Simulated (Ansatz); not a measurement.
Program: Ansatz. Geometries: PBE0-D4/def2-TZVP. ΔE: electronic, gas phase. CCSD(T)/CBS is the MP2 limit (def2-TZVPP, def2-QZVPP) plus CCSD(T) − MP2 in def2-TZVPP, frozen cores. DFT in def2-TZVPP. For Ga, Ge outer-core shells are correlated without core-valence functions, which leaves a few kJ/mol of doubt a bond. Scalar relativity is left out up to krypton. Each species was taken in one conformer, which may not be the lowest.

Consider the formal exchange of groups at a B–Ge bond: `[BH2][GeH2][CH]=O` + `[SiH3][GaH2]` → `[BH2][GaH][SiH3]` + `O=[CH][GeH3]`.

| species | B97M-V energy (Eh) |
| --- | --- |
| `[BH2][GeH2][CH]=O` | -2217.77547 |
| `[SiH3][GaH2]` | -2216.89219 |
| `[BH2][GaH][SiH3]` | -2242.32954 |
| `O=[CH][GeH3]` | -2192.33701 |

Question: Work out ΔE.

Answer: ΔE = (-2242.32954) + (-2192.33701) − (-2217.77547) − (-2216.89219) = 0.00111 Eh = +2.9 kJ/mol. CCSD(T)/CBS gives -2.2 kJ/mol.

Largest T1 diagnostic among the species: 0.016.

In def2-TZVPP, CCSD(T) changes the Hartree–Fock value by −3.4 kJ/mol (the triples alone add +0.2 kJ/mol) and MP2 by −3.1 kJ/mol. Leaving LDA and LC-ωPBE aside and taking each functional with its dispersion term where it has one, the values, not all of them listed here, spread over 4.3 kJ/mol, from CAM-B3LYP-D4 to B97M-V.
